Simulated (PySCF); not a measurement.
# Molecular orbitals of In2

PBE0 at R = 3.063 Å; In cc-pVDZ-PP with ECP28; scalar-relativistic core potentials (PySCF 2.14). State: ³Σg⁻ (triplet), unpaired electrons π ↑↑, a second solution, started from another occupation. Only the outer orbitals are listed.

```tsv
spin	orbital	occ.	ε (eV)	main shells (%)
α	σg	1	-10.80	95 s
α	σu	1	-8.55	95 s
α	πu	1	-4.13	98 p
α	πu	1	-4.13	98 p
α	σg	0	-3.04	95 p
α	πg	0	-1.54	99 p
α	πg	0	-1.54	99 p
β	σg	1	-9.87	96 s
β	σu	1	-7.92	93 s
β	σg	0	-2.69	96 p
β	πu	0	-1.97	99 p
β	πu	0	-1.97	99 p
```

Question: Which are the highest filled and the lowest empty level, where do they sit, and how wide is the gap?

Answer: Highest filled α πu at -4.13 eV (in %: 98 p); lowest empty α σg at -3.04 eV (in %: 95 p); the gap at PBE0 is 1.09 eV.

* bond order (Mayer): 1.35
* ⟨S²⟩: 2.004

Spin–orbit coupling is left out.
